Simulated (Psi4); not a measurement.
C$_{5}$H$_{14}$NSi (SMILES C[CH]N([SiH3])C(C)C), doublet, at a GFN2-xTB geometry; CISD/STO-3G (Psi4).

Psi4 was given this input:
```
memory 2 GB

molecule mol {
0 2
  C     2.524837   -0.837642   -0.668558
  C     1.077958   -1.119116   -0.546029
  N     0.187556   -0.191036   -0.048795
  Si    0.659015    1.433932    0.338006
  C    -1.206100   -0.611912   -0.023521
  C    -1.746694   -0.660685    1.405395
  C    -2.080029    0.267044   -0.916447
  H     3.043713   -0.847439    0.299504
  H     2.990843   -1.594013   -1.298210
  H     2.695639    0.143927   -1.113675
  H     0.739757   -2.140424   -0.593447
  H     0.905148    2.257660   -0.861785
  H    -0.436996    2.046724    1.086532
  H     1.868552    1.391542    1.159368
  H    -1.240116   -1.631619   -0.427528
  H    -2.741624   -1.099765    1.410411
  H    -1.803709    0.336351    1.831465
  H    -1.093777   -1.266952    2.028649
  H    -1.658906    0.312410   -1.917882
  H    -2.144269    1.276586   -0.520786
  H    -3.083201   -0.148925   -0.978171
}

set basis sto-3g
set reference uhf

energy('cisd')
print_variables()
```

It wrote (shortened):

```
Traceback (most recent call last):
  File "psi4", line 375, in <module>
  File "<string>", line 42, in <module>
  File "site-packages/psi4/driver/driver.py", line 461, in energy
  File "site-packages/psi4/driver/task_planner.py", line 255, in task_planner
  File "site-packages/psi4/driver/driver_util.py", line 222, in negotiate_derivative_type
  File "site-packages/psi4/driver/driver_util.py", line 355, in highest_analytic_derivative_available

psi4.driver.p4util.exceptions.MissingMethodError: Method=cisd is not available for any derivative level under conditions CI_TYPE=CONV, REFERENCE=UHF, FREEZE_CORE=FALSE, QC_MODULE=(auto). See https://psicode.org/psi4manual/master/introduction.html#ss-cisd. Or did you mean? ccd ccsd cisdt cisdtq qcisd lccsd ci2 ci3 ci4 ci5 ci6 ci7 ci8 ci9 ci10 ci11 ci12 ci13 ci14 ci15 ci16 ci17 ci18 ci19 ci20 ci21 ci22 ci23 ci24 ci25 ci26 ci27 ci28 ci29 ci30 ci31 ci32 ci33 ci34 ci35 ci36 ci37 ci38 ci39 ci40 ci41 ci42 ci43 ci44 ci45 ci46 ci47 ci48 ci49 ci50 ci51 ci52 ci53 ci54 ci55 ci56 ci57 ci58 ci59 ci60 ci61 ci62 ci63 ci64 ci65 ci66 ci67 ci68 ci69 ci70 ci71 ci72 ci73 ci74 ci75 ci76 ci77 ci78 ci79 ci80 ci81 ci82 ci83 ci84 ci85 ci86 ci87 ci88 ci89 ci90 ci91 ci92 ci93 ci94 ci95 ci96 ci97 ci98

Printing out the relevant lines from the Psithon --> Python processed input file:
      H    -3.083201   -0.148925   -0.978171
    ""","mol")
    core.IO.set_default_namespace("mol")
    core.set_global_option("BASIS", "sto-3g")
    core.set_global_option("REFERENCE", "uhf")
--> energy('cisd')
    print_variables()

!----------------------------------------------------------------------------------!
!                                                                                  !
!  Method=cisd is not available for any derivative level under conditions          !
!     CI_TYPE=CONV, REFERENCE=UHF, FREEZE_CORE=FALSE, QC_MODULE=(auto). See        !
!     https://psicode.org/psi4manual/master/introduction.html#ss-cisd. Or did you  !
!     mean? ccd ccsd cisdt cisdtq qcisd lccsd ci2 ci3 ci4 ci5 ci6 ci7 ci8 ci9 ci10 !
!     ci11 ci12 ci13 ci14 ci15 ci16 ci17 ci18 ci19 ci20 ci21 ci22 ci23 ci24 ci25   !
!     ci26 ci27 ci28 ci29 ci30 ci31 ci32 ci33 ci34 ci35 ci36 ci37 ci38 ci39 ci40   !
!     ci41 ci42 ci43 ci44 ci45 ci46 ci47 ci48 ci49 ci50 ci51 ci52 ci53 ci54 ci55   !
!     ci56 ci57 ci58 ci59 ci60 ci61 ci62 ci63 ci64 ci65 ci66 ci67 ci68 ci69 ci70   !
!     ci71 ci72 ci73 ci74 ci75 ci76 ci77 ci78 ci79 ci80 ci81 ci82 ci83 ci84 ci85   !
!     ci86 ci87 ci88 ci89 ci90 ci91 ci92 ci93 ci94 ci95 ci96 ci97 ci98             !
!                                                                                  !
!----------------------------------------------------------------------------------!
```

The input was rejected before any calculation.
